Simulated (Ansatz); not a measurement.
Relaxation of a periodic cell of 20 atoms, HF (contents 10 HF, density as packed 0.98 g/cm³ with natural masses), to a largest force component of 0.3 eV/Å in at most 15 steps.

Method: Ansatz 0.2.0, DFT PBE-D3(BJ), scalar-relativistic, plane waves, PAW. Settings: cutoff 420 eV, k mesh 1x1x1, fermi-dirac smearing 0.05 eV, no spin polarisation.

```xyz
20
Lattice="6.9795 0.0000 0.0000 0.0000 6.9795 0.0000 0.0000 0.0000 6.9795" Properties=species:S:1:pos:R:3
F 2.934 5.037 4.936
H 2.010 4.946 4.834
F 6.310 6.296 6.711
H 6.204 6.292 5.783
F 0.026 3.971 6.741
H 0.949 4.112 6.761
F 0.888 1.219 6.368
H 0.884 2.140 6.524
F 6.435 4.427 3.265
H 7.310 4.291 3.564
F 1.802 5.591 2.056
H 1.616 6.155 2.777
F 6.418 2.056 3.376
H 5.800 2.568 3.853
F 2.333 1.367 2.378
H 1.839 2.000 1.902
F 3.684 6.021 0.521
H 4.381 6.027 -0.101
F 4.813 2.334 1.040
H 5.624 2.410 1.496
```

Problem. Where does it end, and by what steps?

Solution. The run ended unconverged. Limits of this set-up: coarse k mesh. After 14 steps the energy has fallen by 3.531 eV; F5 moved furthest, 1.40 Å.

```json
{"step": "0", "energy less start (eV)": "0.0000", "largest force component (eV/Å)": "0.953", "accepted": "yes"}
{"step": "1", "energy less start (eV)": "-0.7138", "largest force component (eV/Å)": "2.752", "accepted": "yes"}
{"step": "2", "energy less start (eV)": "-1.2551", "largest force component (eV/Å)": "2.486", "accepted": "yes"}
{"step": "3", "energy less start (eV)": "-1.6953", "largest force component (eV/Å)": "2.049", "accepted": "yes"}
{"step": "4", "energy less start (eV)": "-2.0414", "largest force component (eV/Å)": "1.434", "accepted": "yes"}
{"step": "5", "energy less start (eV)": "-2.3428", "largest force component (eV/Å)": "1.104", "accepted": "yes"}
{"step": "6", "energy less start (eV)": "-2.5836", "largest force component (eV/Å)": "1.187", "accepted": "yes"}
{"step": "7", "energy less start (eV)": "-2.8008", "largest force component (eV/Å)": "1.010", "accepted": "yes"}
{"step": "8", "energy less start (eV)": "-2.9862", "largest force component (eV/Å)": "0.634", "accepted": "yes"}
{"step": "9", "energy less start (eV)": "-3.1289", "largest force component (eV/Å)": "0.743", "accepted": "yes"}
{"step": "10", "energy less start (eV)": "-3.2222", "largest force component (eV/Å)": "1.154", "accepted": "yes"}
{"step": "11", "energy less start (eV)": "-3.2926", "largest force component (eV/Å)": "0.879", "accepted": "yes"}
{"step": "12", "energy less start (eV)": "-3.3615", "largest force component (eV/Å)": "0.907", "accepted": "yes"}
{"step": "13", "energy less start (eV)": "-3.4255", "largest force component (eV/Å)": "1.150", "accepted": "yes"}
{"step": "14", "energy less start (eV)": "-3.5309", "largest force component (eV/Å)": "0.940", "accepted": "yes"}
```

```xyz
20
Lattice="6.9795 0.0000 0.0000 0.0000 6.9795 0.0000 0.0000 0.0000 6.9795" Properties=species:S:1:pos:R:3
F 3.559 4.643 4.571
H 2.669 4.592 4.896
F 5.514 6.123 6.273
H 5.575 5.708 5.399
F 1.422 4.041 6.715
H 1.941 4.622 7.274
F 1.748 1.560 6.962
H 1.657 2.525 6.904
F 6.398 4.784 3.915
H 7.045 5.116 3.253
F 1.126 5.448 2.297
H 1.471 6.401 2.279
F 5.798 2.377 3.315
H 5.969 3.288 3.576
F 1.899 0.719 2.272
H 1.934 1.074 1.349
F 3.221 5.809 0.438
H 4.066 5.886 -0.011
F 4.370 2.260 1.151
H 4.879 2.283 1.958
```

Run time: 28 s on 1 thread of Arm Neoverse V2 (shared host), peak memory 0.35 GiB.
